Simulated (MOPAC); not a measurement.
A run for MOPAC: PM6 on H5NPbSi (SMILES [NH2][Pb][SiH3]), a point of a torsion scan.

```
PM6 1SCF PRECISE CHARGE=0 THREADS=1
H5NPbSi

N      2.00298974 1    -0.13575988 1     0.15031256 1
Pb     0.56112909 1    -0.11877915 1     1.71553152 1
Si    -1.46930198 1     0.07854414 1     0.00271529 1
H      1.82681864 1    -0.08137570 1    -0.83940907 1
H      3.00154346 1    -0.20068679 1     0.26758787 1
H     -1.10432351 1     0.11946471 1    -1.41491132 1
H     -2.45701413 1    -1.00940508 1     0.05620560 1
H     -2.32080399 1     1.26732799 1     0.15702048 1
```

Output:

```
*******************************************************************************
 **                                                                           **
 **                              MOPAC v23.2.5                                **
 **                                                                           **
 *******************************************************************************
 ** MOPAC's Digital Object Identifier: https://doi.org/10.5281/zenodo.6511958 **
 **                                                                           **
 ** Please cite the open-source release paper for use of this MOPAC version:  **
 ** J. E. Moussa and J. J. P. Stewart (2026)                                  **
 ** MOPAC: An open-source semiempirical molecular orbital program             **
 ** J. Open Source Softw., 11(119), 8025, https://doi.org/10.21105/joss.08025 **
 *******************************************************************************

                              PM6 CALCULATION RESULTS

 *******************************************************************************
 *  PM6        - The PM6 Hamiltonian to be used
 *
 *
 *
 *                 CHARGE ON SYSTEM = 0
 *
 *
 *
 *  PRECISE    - TIGHTER CRITERIA TO BE USED
 *  1SCF       - DO 1 SCF AND THEN STOP
 *  THREADS=1  - MULTI-THREADING NOT USED
 *  T=         - A TIME OF 172800.0 SECONDS REQUESTED
 *  DUMP=N     - RESTART FILE WRITTEN EVERY 7200.0 SECONDS REQUESTED
 *******************************************************************************
PM6 1SCF PRECISE CHARGE=0 THREADS=1
 H5NPbSi

   ATOM   CHEMICAL          X               Y               Z
  NUMBER   SYMBOL      (ANGSTROMS)     (ANGSTROMS)     (ANGSTROMS)

     1       N          2.00298974  *  -0.13575988  *   0.15031256  *
     2      Pb          0.56112909  *  -0.11877915  *   1.71553152  *
     3      Si         -1.46930198  *   0.07854414  *   0.00271529  *
     4       H          1.82681864  *  -0.08137570  *  -0.83940907  *
     5       H          3.00154346  *  -0.20068679  *   0.26758787  *
     6       H         -1.10432351  *   0.11946471  *  -1.41491132  *
     7       H         -2.45701413  *  -1.00940508  *   0.05620560  *
     8       H         -2.32080399  *   1.26732799  *   0.15702048  *



          CARTESIAN COORDINATES

    NO.       ATOM           X           Y           Z

     1         N          2.0030     -0.1358      0.1503
     2        Pb          0.5611     -0.1188      1.7155
     3        Si         -1.4693      0.0785      0.0027
     4         H          1.8268     -0.0814     -0.8394
     5         H          3.0015     -0.2007      0.2676
     6         H         -1.1043      0.1195     -1.4149
     7         H         -2.4570     -1.0094      0.0562
     8         H         -2.3208      1.2673      0.1570

 General Reference for PM6:
 "Optimization of Parameters for Semiempirical Methods V: Modification of NDDO Approximations
 and Application to 70 Elements", J. J. P. Stewart, J. Mol. Mod., 13, 1173-1213 (2007)
 URL: https://link.springer.com/article/10.1007/s00894-007-0233-4

           Empirical Formula: H5 N Pb Si  =     8 atoms



      MOLECULAR POINT GROUP   :   Cs


      RHF CALCULATION, NO. OF DOUBLY OCCUPIED LEVELS = 9


 -------------------------------------------------------------------------------
 PM6 1SCF PRECISE CHARGE=0 THREADS=1
 H5NPbSi



     1SCF WAS SPECIFIED, SO BFGS WAS NOT USED
     SCF FIELD WAS ACHIEVED


                              PM6 CALCULATION
                                                       MOPAC v23.2.5 Linux




          FINAL HEAT OF FORMATION =         83.53234 KCAL/MOL =     349.49932 KJ/MOL


          COSMO AREA              =        131.01 SQUARE ANGSTROMS
          COSMO VOLUME            =        124.13 CUBIC ANGSTROMS

          IONIZATION POTENTIAL    =          7.881389 EV
          HOMO LUMO ENERGIES (EV) =         -7.881 -1.821
          NO. OF FILLED LEVELS    =          9
          MOLECULAR WEIGHT        =        254.3317         POINT GROUP:  Cs

          MOLECULAR DIMENSIONS (Angstroms)

            Atom       Atom       Distance
            H     8    H     5     5.52220
           Pb     2    H     6     3.10373
            H     7    H     8     2.21815


          SCF CALCULATIONS        =          1





   ATOM   CHEMICAL          X               Y               Z
  NUMBER   SYMBOL      (ANGSTROMS)     (ANGSTROMS)     (ANGSTROMS)

     1       N          2.00298974  *  -0.13575988  *   0.15031256  *
     2      Pb          0.56112909  *  -0.11877915  *   1.71553152  *
     3      Si         -1.46930198  *   0.07854414  *   0.00271529  *
     4       H          1.82681864  *  -0.08137570  *  -0.83940907  *
     5       H          3.00154346  *  -0.20068679  *   0.26758787  *
     6       H         -1.10432351  *   0.11946471  *  -1.41491132  *
     7       H         -2.45701413  *  -1.00940508  *   0.05620560  *
     8       H         -2.32080399  *   1.26732799  *   0.15702048  *

                             CARTESIAN COORDINATES

   1    N        2.002989740    -0.135759880     0.150312560
   2   Pb        0.561129090    -0.118779150     1.715531520
   3   Si       -1.469301980     0.078544140     0.002715290
   4    H        1.826818640    -0.081375700    -0.839409070
   5    H        3.001543460    -0.200686790     0.267587870
   6    H       -1.104323510     0.119464710    -1.414911320
   7    H       -2.457014130    -1.009405080     0.056205600
   8    H       -2.320803990     1.267327990     0.157020480


           Empirical Formula: H5 N Pb Si  =     8 atoms



      MOLECULAR POINT GROUP   :   Cs


                  EIGENVALUES
 -29.95232 -20.43255 -17.89140 -16.14099 -12.02940 -11.54925 -11.37274  -9.56009
  -7.88139  -1.82118  -0.93465  -0.66694   0.92450   0.95445   2.08530   2.22608
   2.25036   3.68673   4.91840   4.94022   5.80015   7.00818


              NET ATOMIC CHARGES AND DIPOLE CONTRIBUTIONS

  ATOM NO.   TYPE          CHARGE      No. of ELECS.   s-Pop       p-Pop       d-Pop
    1          N          -0.731943        5.7319     1.54314     4.18880
    2         Pb           0.456121        3.5439     1.89203     1.65184
    3         Si          -0.148305        4.1483     1.28485     2.51339     0.35007
    4          H           0.216914        0.7831     0.78309
    5          H           0.219565        0.7804     0.78043
    6          H          -0.008271        1.0083     1.00827
    7          H          -0.002041        1.0020     1.00204
    8          H          -0.002041        1.0020     1.00204
 DIPOLE           X         Y         Z       TOTAL
 POINT-CHG.     0.394    -0.143     2.690     2.722
 HYBRID         0.973     0.072    -2.948     3.105
 SUM            1.367    -0.070    -0.258     1.393


          ATOMIC ORBITAL ELECTRON POPULATIONS

     Atom    s        px        py        pz      x^2-y^2     xz        z^2       yz        xy
    1  N   1.54314   1.25121   1.68484   1.25274
    2 Pb   1.89203   0.58592   0.32231   0.74362
    3 Si   1.28485   0.88370   0.77846   0.85123   0.01680   0.03880   0.13945   0.00502   0.15000
    4  H   0.78309
    5  H   0.78043
    6  H   1.00827
    7  H   1.00204
    8  H   1.00204

 **********************
 *                    *
 * JOB ENDED NORMALLY *
 *                    *
 **********************




 == MOPAC DONE ==
```

The run finished.

Cost: roughly 0.03 core-seconds.
